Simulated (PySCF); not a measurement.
Species: C2H5AsO.
Numbering: `[O:1]=[CH:2][CH2:3][AsH2:4]` (hydrogens: H5 on C2; H6, H7 on C3; H8, H9 on As4)

A GFN2-xTB structure was refined with PBE0-D3(BJ)/def2-SVP geometry optimisation, gas phase (PySCF). Its GFN2-xTB values:

```json
{"coordinate": "O1=C2", "GFN2-xTB": "1.198 Å"}
{"coordinate": "C2–C3", "GFN2-xTB": "1.492 Å"}
{"coordinate": "C2–H5", "GFN2-xTB": "1.110 Å"}
{"coordinate": "C3–As4", "GFN2-xTB": "1.987 Å"}
{"coordinate": "C3–H6", "GFN2-xTB": "1.095 Å"}
{"coordinate": "As4–H8", "GFN2-xTB": "1.494 Å"}
{"coordinate": "O1–C2–C3", "GFN2-xTB": "124.9°"}
{"coordinate": "O1–C2–H5", "GFN2-xTB": "120.7°"}
{"coordinate": "C2–C3–As4", "GFN2-xTB": "113.5°"}
{"coordinate": "C3–C2–H5", "GFN2-xTB": "114.5°"}
{"coordinate": "C3–As4–H8", "GFN2-xTB": "94.1°"}
{"coordinate": "As4–C3–H6", "GFN2-xTB": "110.2°"}
{"coordinate": "H6–C3–H7", "GFN2-xTB": "105.8°"}
{"coordinate": "H8–As4–H9", "GFN2-xTB": "89.9°"}
```

**Question.** How do these coordinates change at the PBE0-D3(BJ)/def2-SVP level?

**Answer.** 
```tsv
coordinate	PBE0-D3(BJ)/def2-SVP (Å or °)	change
As4–H8	1.523	+0.029
C2–H5	1.123	+0.013
C2–C3	1.504	+0.012
C3–As4	1.978	-0.009
C3–H6	1.104	+0.009
O1=C2	1.199	+0.001
C2–C3–As4	117.4	+3.9
H8–As4–H9	91.8	+1.9
As4–C3–H6	108.8	-1.4
H6–C3–H7	104.7	-1.1
O1–C2–C3	125.9	+1.0
C3–C2–H5	113.8	-0.7
C3–As4–H8	94.8	+0.7
O1–C2–H5	120.4	-0.3
```

The energy falls by 4.5 kJ/mol over 6 energy and gradient evaluations, the largest force component goes from 0.0167 to 1.3e-04 Eh/bohr, and the atoms move by 0.061 Å rms after alignment. Among the bonds, As4–H8 and As4–H9 change most and about equally (+0.029 Å). Bonds longer at the end by more than 0.005 Å: 6 of 8; shorter: 1. Rotational constants go from 12385, 2563, 2193 to 12777, 2404, 2090 MHz.

The run used 99 basis functions and 38 SCF cycles in all.

Not checked by PBE0-D3(BJ)/def2-SVP frequencies. One conformer, not necessarily the lowest.

Conformer computed: `[O:1]=[CH:2][CH2:3][AsH2:4]`: O1–C2–C3–As4 1°, H–As4–C3–C2 45°, H–As4–C3–C2 -47°.
